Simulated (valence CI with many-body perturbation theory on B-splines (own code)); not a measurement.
## Pr²⁸⁺ in brief

Level of theory: relativistic CI+MBPT: three valence electrons over a frozen Dirac-Fock core [Ar] 3d10, radial functions for each j: 9 s, 9 p, 8 d, 6 f, 3 g, 1 h, with the one-electron correlation potential Σ1 (screened to all orders), the two-electron term Σ2, the three-electron term Σ3, Breit, model QED; selected single and double excitations, second order for the rest, scaled by the run's own slope (own B-spline code, finite nucleus).

The last digits are not significant, and no measured levels were compared; by estimate large intervals hold to a few tenths of a per cent, small ones and those within an open d or f shell to about a per cent.

Levels are named by their leading jj configuration (3d3/2^4 stands for four electrons in 3d with j = 3/2), which in mixed levels can hold well under half, so a name can repeat and another be missing.

Rates and lifetimes use the calculated energies. Strong lines usually hold to 10 to 20 %, long lifetimes can be off by a factor of two.

**Question.** What is the ground level?

**Answer.** (4s^2 4p1/2) J=1/2, composition 99 % 4s2 4p 2P°, g = 0.662.

**Question.** How well does LS coupling describe the low levels?

**Answer.** Among the lowest 20 levels the leading LS term, summed over configurations, holds 74 % on average. For single configurations the figures are 71 % in LS and 86 % in jj coupling. Terms mix most in the J = 3/2 level at 158.26 eV, where the leading one holds 42 %.

**Question.** What are the static dipole polarisabilities of the lowest levels?

**Answer.** (4s^2 4p1/2) J=1/2 0.113; (4s^2 4p3/2) J=3/2 0.122 (tensor 0.010) bohr³, of which the core gives 0.00703.

**Question.** Name the longest-lived excited levels whose lifetime is computed, and their main decay.

**Answer.** (4s 4p3/2 4d5/2) J=9/2 at 217.36 eV lives 12.4 μs, mostly by M1 to (4s 4p1/2 4d5/2) J=7/2; (4s^2 4p3/2) J=3/2 at 28.62 eV lives 8.94 μs, mostly by M1 to (4s^2 4p1/2) J=1/2.

**Question.** Where does the other parity begin?

**Answer.** At (4s 4p1/2^2) J=1/2, 60.62 eV.
